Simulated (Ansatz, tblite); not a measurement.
Cost and result up the ladder for 1,3,5-triphenylbenzene, `c1ccc(-c2cc(-c3ccccc3)cc(-c3ccccc3)c2)cc1` (42 atoms). Total charge 0; singlet. Geometry: PBE-D4/def2-SVP.

```xyz
42

C     2.205    3.982   -3.497
C     2.504    4.004   -2.126
C     1.965    3.033   -1.270
C     1.113    2.021   -1.765
C     0.540    0.995   -0.857
C    -0.765    0.503   -1.058
C    -1.317   -0.485   -0.217
C    -2.702   -0.977   -0.432
C    -3.724   -0.105   -0.868
C    -5.030   -0.570   -1.071
C    -5.344   -1.920   -0.843
C    -4.338   -2.799   -0.411
C    -3.033   -2.332   -0.206
C    -0.532   -0.981    0.844
C     0.776   -0.510    1.074
C     1.588   -1.044    2.197
C     2.463   -0.205    2.923
C     3.229   -0.708    3.983
C     3.139   -2.062    4.341
C     2.274   -2.908    3.629
C     1.508   -2.404    2.569
C     1.297    0.478    0.214
C     0.820    2.013   -3.148
C     1.361    2.981   -4.004
H     2.629    4.743   -4.169
H     3.157    4.789   -1.716
H     2.185    3.075   -0.193
H    -1.366    0.898   -1.890
H    -3.495    0.960   -1.024
H    -5.813    0.129   -1.401
H    -6.369   -2.286   -1.004
H    -4.571   -3.861   -0.239
H    -2.246   -3.035    0.108
H    -0.970   -1.713    1.539
H     2.521    0.864    2.668
H     3.897   -0.033    4.542
H     3.741   -2.457    5.173
H     2.203   -3.974    3.895
H     0.854   -3.082    2.000
H     2.335    0.815    0.350
H     0.181    1.217   -3.560
H     1.128    2.949   -5.080
```

Ansatz on 2 threads of AMD EPYC 7R13 on a shared host and a share (18 GiB) of an NVIDIA H100 80GB HBM3; xTB runs through tblite on one thread. Times are rough, summed over both states, and most runs start from the orbitals of an earlier one. PBE0-D4/def2-TZVP serves as the yardstick here, not as an exact answer. The other state is a doublet.

The xTB rows come from tblite. B3LYP takes the VWN-RPA correlation. Single mean-field runs in def2-TZVP are fitted with def2-universal-jkfit.

Run but left out: PBE-D4/def2-TZVP (charge +1 doublet: an occupied level 0.04 eV above an empty one).

Raw xTB energies of ions are shifted by several eV.

```
                           level  functions  wall time  vertical IE (eV)  difference from PBE0-D4/def2-TZVP (eV)
                        GFN2-xTB        114     0.12 s             12.10                                    4.44
                        GFN1-xTB        132     0.15 s             13.07                                    5.41
B3LYP-D4/def2-TZVP (with forces)        852       26 s              7.61                                   -0.05
               PBE0-D4/def2-TZVP        852       34 s              7.66                                    0.00
```
